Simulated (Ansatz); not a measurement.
Geometry optimisation, RKS LDA/def2-SVP (Ansatz).

The input (input.yaml):

```yaml
crystal:
  periodic: [false, false, false]
  atoms:
    - { symbol: Ge, position_ang: [-0.169923, 0.05292, 0.785656] }
    - { symbol: Cl, position_ang: [1.253939, -1.51818, 1.348249] }
    - { symbol: C, position_ang: [0.112727, 0.056575, -1.103573] }
    - { symbol: H, position_ang: [0.877263, -0.722287, -1.145465] }
    - { symbol: Cl, position_ang: [0.350417, 1.852599, 1.79809] }
    - { symbol: Cl, position_ang: [-2.118996, -0.518241, 1.425579] }
    - { symbol: H, position_ang: [0.49802, 1.032776, -1.456403] }
    - { symbol: H, position_ang: [-0.803448, -0.236161, -1.652134] }
basis:
  gaussian: { orbitals: def2-SVP }
hamiltonian:
  xc: lda
relax:
  f_tol: 0.03
  max_steps: 50
output:
  orbitals: {}
```

Run as:

```bash
$ ansatz run input.yaml --threads 2 --pin off --max-ram 3072MiB --backend cpu --events-out ev --progress --plain --runs-dir out
```

Problem. Where does it end, and by what steps?

Solution. It converged. After 5 steps the energy has fallen by 0.139 eV; Cl2 moved furthest, 0.30 Å.

```tsv
step	energy less start (eV)	largest force component (eV/Å)	accepted
0	0.0000	0.580	yes
1	-0.1064	0.346	yes
2	-0.1075	0.356	yes
3	-0.1394	0.035	yes
4	-0.1393	0.090	no
5	-0.1394	0.006	yes
```

```xyz
8
Properties=species:S:1:pos:R:3
Ge -0.084 -0.037 0.793
Cl 1.199 -1.516 1.647
C 0.118 0.052 -1.111
H 0.891 -0.680 -1.420
Cl 0.387 1.830 1.717
Cl -2.088 -0.534 1.344
H 0.430 1.079 -1.387
H -0.854 -0.194 -1.583
```

Whether the end is a true minimum wasn't checked by a vibrational analysis.

Run time: 9.3 s on 2 threads of Arm Neoverse V2, on a shared host, peak memory 0.17 GiB.
